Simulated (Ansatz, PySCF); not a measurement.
This Ansatz (a program for electronic structure) input computes a r2SCAN/def2-TZVPD energy:

Ansatz 0.2 input:
```yaml
crystal:
  periodic: [false, false, false]
  atoms:
    - {symbol: Si, position_ang: [-0.32292944, 0.17944342, 0.02748732]}
    - {symbol: F, position_ang: [-1.66422414, -0.56046468, 0.06035369]}
    - {symbol: F, position_ang: [-0.39946391, 1.70720199, 0.11530464]}
    - {symbol: Cl, position_ang: [1.35848262, -0.75487316, -0.11563220]}
basis:
  gaussian:
    orbitals: def2-TZVPD
hamiltonian:
  xc: {name: r2SCAN}
total_charge: 1
output: {forces: true}
```

Q: Write an input for the same energy in PySCF and say what it gives.

A: 
```python
from pyscf import gto, scf, dft

mol = gto.M(
    atom='''
    Si   -0.32292944    0.17944342    0.02748732
    F    -1.66422414   -0.56046468    0.06035369
    F    -0.39946391    1.70720199    0.11530464
    Cl    1.35848262   -0.75487316   -0.11563220
    ''',
    basis='def2-tzvpd',
    charge=1,
    spin=0,
    verbose=4,
)

mf = dft.RKS(mol, xc='r2scan').density_fit(auxbasis='def2-universal-jkfit')
mf.grids.level = 4
mf.conv_tol = 1e-9
mf.max_cycle = 100
mf.max_memory = 1500
mf.kernel()
if not mf.converged:
    mf = mf.newton()
    mf.kernel(mf.make_rdm1())
mf.analyze()
```
It gives -949.17923 Eh, and Ansatz -949.17917 Eh, a difference of 0.06 mEh, from the treatment of integrals and grids.
